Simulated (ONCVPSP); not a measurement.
**Configuration tests for cerium (ONCV)**

ONCVPSP 4.0.1 input, shortened (lines: element, Z, core and valence counts, functional; n l f; lmax; l rc ep ncon nbas qcut; lloc lpopt rc5 dvloc0; l nproj debl; icmod fcfact rcfact), PBE, scalar-relativistic:

```
  Ce 58.00   10    4        4      upf
    1    0    2.00
    2    0    2.00
    2    1    6.00
    3    0    2.00
    3    1    6.00
    3    2   10.00
    4    0    2.00
    4    1    6.00
    4    2   10.00
    4    3    1.00
    5    0    2.00
    5    1    6.00
    5    2    1.00
    6    0    2.00
    2
    0    2.05    0.00    5   10    5.10
    1    2.05    0.00    4    8    4.40
    2    3.60    0.00    5    9    5.10
    4    5    1.70    0.00
    0    2    3.60
    1    2    2.90
    2    2    1.90
    3    3.75    1.25
```

Energies are relative to the spin-unpolarised reference configuration 5s2 5p6 5d1 6s2; without spin polarisation the order of configurations can differ from experiment.

```tsv
valence configuration	charge	ΔE all-electron (eV)	error AE − PS (meV)
5s2 5p6 5d1 6s1	+1	6.070	-1.1
5s2 5p6 5d1 6s0	+2	17.151	-2.2
```

What are ΔE and the potential's error for 5s2 5p6 5d0 6s0?

ΔE = 36.330 eV all-electron; the error (AE − PS) is -23 meV.

What are ΔE and the potential's error for 5s2 5p6 5d2 6s1?

ΔE = 0.893 eV all-electron; the error (AE − PS) is -5.3 meV.

Note: no bound ghost flagged; GHOST(+) flagged for s at 91.2 eV.
